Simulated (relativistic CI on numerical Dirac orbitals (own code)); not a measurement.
Calculated at this level of theory: Dirac-Coulomb-Breit CI, separate exchange-only KLI orbitals for each configuration, model QED, unscaled Slater integrals (own radial code, finite nucleus).

Configurations in the expansion (outside the closed core [Ar]): 3d10.4s, 3d10.4p, 3d10.4d, 3d10.4f, 3d10.5s, 3d10.5p, 3d10.5d, 3d10.5f, 3d10.5g, 3d10.6s, 3d10.6p, 3d10.6d, 3d9.4s2, 3d10.6f, 3d10.7s, 3d9.4s.4p, 3d10.8s, 3d9.4s.4d, 3d9.4s.4f, 3d9.4s.5s, 3d9.4s.5p, 3d9.4s.5d, 3d9.4s.5f. Double excitations out of closed p, d and f shells are left out; levels of such configurations are missing from the list, as are those of other unlisted configurations, and high levels can miss mixing partners.

At this charge energies of transitions that change n are usually good to better than 1 %, and those within a shell (Δn = 0) to a few per cent.

Outline of the computed level scheme of Sb XXIII. Lowest level of each configuration: 3d10.4s 2S_1/2 at 0.000 eV; 3d10.4p 2P°_1/2 at 46.727 eV; 3d10.4d 2D_3/2 at 136.369 eV; 3d10.4f 2F°_5/2 at 219.410 eV; 3d10.5s 2S_1/2 at 291.726 eV; 3d10.5p 2P°_1/2 at 313.395 eV; 3d10.5d 2D_3/2 at 354.132 eV; 3d10.5f 2F°_5/2 at 390.351 eV; 3d10.5g 2G_7/2 at 403.000 eV.

Some strong electric-dipole decays among the lowest 16 levels: 3d10.5g 2G_9/2 → 3d10.4f 2F°_7/2 (1.4e+12 s⁻¹); 3d10.5g 2G_7/2 → 3d10.4f 2F°_5/2 (1.3e+12 s⁻¹); 3d10.5s 2S_1/2 → 3d10.4p 2P°_3/2 (5.4e+11 s⁻¹); 3d10.5f 2F°_7/2 → 3d10.4d 2D_5/2 (5.1e+11 s⁻¹); 3d10.5f 2F°_5/2 → 3d10.4d 2D_3/2 (4.7e+11 s⁻¹); 3d10.5p 2P°_1/2 → 3d10.4d 2D_3/2 (2.9e+11 s⁻¹); 3d10.5p 2P°_1/2 → 3d10.4s 2S_1/2 (2.8e+11 s⁻¹); 3d10.5d 2D_5/2 → 3d10.4p 2P°_3/2 (2.6e+11 s⁻¹).

LS names give the leading component of a level, which can be under half, so a name can repeat, a term be missing and a line seem to break the LS rules.
